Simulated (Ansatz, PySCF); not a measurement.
Reaction (SMILES): C#CO -> C#C[O-] + H+
Structures are relaxed separately at B3LYP-D3(BJ)/def2-TZVP in Ansatz (a first-principles code).

Property: gas-phase deprotonation energy (0 K, with B3LYP-D3(BJ) harmonic zero-point energies from PySCF), in kcal/mol. Valence correlation only, unless marked. Spin-orbit coupling is left out. Non-relativistic. Anions need diffuse functions: aug- sets have them; def2-D sets add few; the other sets have none. CBS marks a two-point X^-3 extrapolation of the correlation energy; Hartree-Fock from the larger set. The bracket is a focal-point correction in the basis named.

```
level                            program  gas-phase deprotonation energy (kcal/mol)
------------------------  --------------  -----------------------------------------
HF/cc-pwCVTZ                      Ansatz                                      342.6
HF-D4/def2-TZVPD           PySCF + dftd4                                      338.0
revPBE-D3(BJ)/def2-TZVPD  Ansatz + dftd3                                      327.3
BP86/def2-TZVPD                    PySCF                                      324.9
```

### Question
Predict the RI-MP2/CBS(aug-cc-pVTZ,aug-cc-pVQZ)+[CCSD(T)-MP2]/aug-cc-pVTZ result (Ansatz).

### Answer
331.1 kcal/mol
